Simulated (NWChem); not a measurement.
C₂HCl₃Si; SMILES C#C[Si](Cl)(Cl)Cl

Computed with NWChem. Pople sets run with spherical d functions. STO-3G and 3-21G are far too small for this property and stand as cheap habits. Coordinates come from a PBE0/def2-SVP optimisation. Field at 589 nm.

```csv
level,isotropic polarisability (bohr³),anisotropy (bohr³)
B3LYP/STO-3G,?,?
B3LYP/6-31G*,66.8,22.6
B3LYP/def2-SVP,64.6,24.0
B3LYP/def2-SVPD,89.2,21.0
```

Q: What belongs in the gaps?

A: 
- B3LYP/STO-3G, isotropic polarisability (bohr³): 34.6
- B3LYP/STO-3G, anisotropy (bohr³): 13.9
